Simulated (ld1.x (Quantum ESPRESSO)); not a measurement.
## Varying the PAW potential for Ti

Base potential:

```
Element                 : titanium (Ti)
Generator               : ld1.x (Quantum ESPRESSO) 7.5
Type                    : PAW
Functional              : PBEsol
Relativity              : scalar-relativistic
Frozen core             : [Ne]
Valence charge          : 12
Reference configuration : 3s2 3p6 3d2 4s1.5 4p0.5
Partial waves           : 3s (bound): rcut 1.35, rcutus 1.50 bohr; 4s (bound): rcut 1.35, rcutus 1.50 bohr; 3p (bound): rcut 1.90, rcutus 2.10 bohr; 4p (bound): rcut 1.90, rcutus 2.10 bohr; 3d (bound): rcut 1.35, rcutus 1.75 bohr; 3d channel at 0.05 Ry: rcut 1.35, rcutus 1.75 bohr
Local potential         : all-electron potential smoothed inside 1.45 bohr (lloc = -2)
Core correction         : Bessel-smoothed model core inside 1.00 bohr
Augmentation charge     : BESSEL, radius 1.50 bohr
```

All-electron outer shells of the reference configuration (PBEsol, scalar-relativistic, ld1.x):

```json
{"shell": "2s", "level (eV)": "-536.89", "outermost node (bohr)": "0.09", "outermost maximum (bohr)": "0.27"}
{"shell": "2p", "level (eV)": "-444.59", "outermost node (bohr)": "–", "outermost maximum (bohr)": "0.22"}
{"shell": "3s", "level (eV)": "-63.14", "outermost node (bohr)": "0.40", "outermost maximum (bohr)": "0.87"}
{"shell": "3p", "level (eV)": "-39.46", "outermost node (bohr)": "0.37", "outermost maximum (bohr)": "0.90"}
{"shell": "3d", "level (eV)": "-4.90", "outermost node (bohr)": "–", "outermost maximum (bohr)": "0.98"}
{"shell": "4s", "level (eV)": "-4.87", "outermost node (bohr)": "1.24", "outermost maximum (bohr)": "2.88"}
{"shell": "4p", "level (eV)": "-1.78", "outermost node (bohr)": "1.39", "outermost maximum (bohr)": "3.75"}
```

Cutoffs, loose and tight: the cutoffs (Ry, on a coarse ladder) from which the occupation-weighted sum of valence levels, in a spherical-Bessel basis at the reference potential, stays within 10 and 1 mRy of its value at 400 Ry. They do not see the model core or the augmentation charge, which bear on the density cutoff. Test errors are all-electron minus pseudo excitation energies from the reference, over the configurations 3s2 3p6 3d2 4s2 4p0; 3s2 3p6 3d2 4s1 4p0; 3s2 3p6 3d2 4s0 4p0; 3s2 3p6 3d3 4s0 4p0; 3s2 3p6 3d2 4s0 4p1; 3s2 3p6 3d1 4s2 4p1; 3s2 3p5 3d2 4s2 4p0. A dash means not determined; rows that change the core or the reference have their own tests. The largest error is taken over the tests solved by every variant that gives reliable tests at all: 3s2 3p6 3d2 4s0 4p0; 3s2 3p6 3d2 4s1 4p0; 3s2 3p6 3d2 4s2 4p0.

Cutoffs are not given where the Bessel-basis levels miss the radial ones by over 6 mRy, ghosts where they miss by over 20 mRy; a channel whose overlap is not positive is not tested.

A file whose overlap is not positive is unfit for use, and its test errors describe a broken file.

```tsv
change	outcome	cutoff, loose	cutoff, tight	bound ghosts	largest test error (meV)
base	generated	35 Ry	50 Ry	none	-1.4
local potential all-electron potential smoothed inside 1.15 bohr (lloc = -1)	generated, overlap not positive	–	–	not determined (overlap not positive)	+4.8
all radii but the core radius scaled by about 0.75 (s 1.12, p 1.58, d 1.32 bohr, rcut 1.02/1.42/1.02); local potential all-electron potential smoothed inside 1.08 bohr (lloc = -2); augmentation BESSEL, radius 1.12 bohr	generated, overlap not positive	–	–	not determined (overlap not positive)	-1.2
reference 3s2 3p6 3d2 4s1 4p1	generated	35 Ry	50 Ry	none	-1.4 over the solved tests; test run stopped at test 4 of 7 (negative rho)
local potential all-electron potential smoothed inside 1.30 bohr (lloc = -2)	generated, overlap not positive	–	–	not determined (overlap not positive)	-2.5
```

What comes out with this change to the base: waves 3p (bound): rcut 1.56, rcutus 1.66 bohr; 4p (bound): rcut 1.56, rcutus 1.66 bohr?

outcome: generated; cutoff, loose: 35 Ry; cutoff, tight: 55 Ry; bound ghosts: none; largest test error (meV): -1.0.

What comes out with this change to the base: waves 3s (bound): rcut 1.35, rcutus 2.14 bohr; 4s (bound): rcut 1.35, rcutus 2.14 bohr?

outcome: generated; cutoff, loose: 35 Ry; cutoff, tight: 50 Ry; bound ghosts: none; largest test error (meV): +1.2.
